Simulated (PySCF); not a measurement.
## Circular dichroism: `C(C(=C=CC)F)(F)(F)F`, C5H4F4

Molfile (atoms numbered from 1):
```
C5H4F4
     RDKit          3D

 13 12  0  0  0  0  0  0  0  0999 V2000
    2.2981   -0.3652    0.4979 C   0  0  0  0  0  0  0  0  0  0  0  0
    1.2935   -0.1637   -0.5910 C   0  0  0  0  0  0  0  0  0  0  0  0
    0.0929    0.3342   -0.4374 C   0  0  0  0  0  0  0  0  0  0  0  0
   -1.1167    0.8014   -0.2718 C   0  0  0  0  0  0  0  0  0  0  0  0
   -1.4345    2.0958   -0.3590 F   0  0  0  0  0  0  0  0  0  0  0  0
   -2.3210   -0.0459    0.0378 C   0  0  0  0  0  0  0  0  0  0  0  0
   -1.9961   -1.3322    0.1016 F   0  0  0  0  0  0  0  0  0  0  0  0
   -3.2600    0.1039   -0.8972 F   0  0  0  0  0  0  0  0  0  0  0  0
   -2.8642    0.3073    1.2043 F   0  0  0  0  0  0  0  0  0  0  0  0
    3.2200    0.1948    0.2736 H   0  0  0  0  0  0  0  0  0  0  0  0
    1.9137   -0.0391    1.4729 H   0  0  0  0  0  0  0  0  0  0  0  0
    2.5771   -1.4291    0.5639 H   0  0  0  0  0  0  0  0  0  0  0  0
    1.5911   -0.4627   -1.6066 H   0  0  0  0  0  0  0  0  0  0  0  0
  1  2  1  0
  2  3  2  0
  3  4  2  0
  4  5  1  0
  4  6  1  0
  6  7  1  0
  6  8  1  0
  6  9  1  0
  1 10  1  0
  1 11  1  0
  1 12  1  0
  2 13  1  0
M  END
```

Level of theory: PySCF, TDDFT CAM-B3LYP/aug-cc-pVDZ circular dichroism and optical rotation, one conformer, gas phase. Geometry: PBE0-D3(BJ)/def2-SVP.

No stereocentre is labelled: unless the shape is locked (an allene, a helicene, a hindered biaryl), the mirror image is equally populated and a measured rotation or CD is zero.

Problem. Which excitations and rotatory strengths does the calculation give?

Solution. Rotatory strengths R in 10⁻⁴⁰ esu² cm², velocity form and length form (origin at the centre of mass); f in length form.
| state | E (eV) | λ (nm) | f | R (velocity) | R (length) | main |
| --- | --- | --- | --- | --- | --- | --- |
| 1 | 5.33 | 233 | 0.0006 | -2.1 | -2.2 | HOMO→LUMO+1 0.83, HOMO→LUMO 0.11 |
| 2 | 6.21 | 200 | 3e-05 | -1.0 | -1.1 | HOMO−1→LUMO 0.32, HOMO−1→LUMO+3 0.31 |
| 3 | 6.91 | 179 | 0.007 | +6.9 | +7.0 | HOMO→LUMO 0.42, HOMO−1→LUMO+1 0.29 |
| 4 | 7.21 | 172 | 0.262 | -6.7 | -7.1 | HOMO→LUMO 0.29, HOMO−1→LUMO+1 0.26 |
| 5 | 7.47 | 166 | 0.011 | -6.0 | -6.0 | HOMO−1→LUMO 0.39, HOMO−1→LUMO+3 0.28 |
| 6 | 7.64 | 162 | 0.897 | +8.4 | +10.0 | HOMO→LUMO+3 0.51, HOMO−1→LUMO+1 0.24 |
| 7 | 7.90 | 157 | 0.077 | -0.4 | -1.1 | HOMO→LUMO+2 0.82 |
| 8 | 8.05 | 154 | 0.006 | +0.4 | +0.3 | HOMO−1→LUMO+2 0.89 |
| 9 | 8.18 | 151 | 0.065 | -11.3 | -11.5 | HOMO→LUMO+5 0.53, HOMO→LUMO+7 0.17 |
| 10 | 8.27 | 150 | 0.004 | -3.1 | -3.1 | HOMO→LUMO+4 0.64, HOMO→LUMO+3 0.14 |
| 11 | 8.42 | 147 | 0.031 | -1.7 | -1.9 | HOMO−1→LUMO+4 0.72, HOMO−1→LUMO+5 0.11 |
| 12 | 8.44 | 147 | 0.041 | -1.3 | -1.5 | HOMO−1→LUMO+5 0.54, HOMO−1→LUMO+3 0.26 |

Among the states computed, the strongest CD band (largest |R|) is state 9. The largest dissymmetry factor in size, g = 4R/(D+G), with D and G the electric and magnetic dipole strengths, is -0.28 for state 2 (velocity form, f = 3e-05), among bands with |R| over 0.5. The mirror image has the same energies and oscillator strengths and all R with the opposite sign.
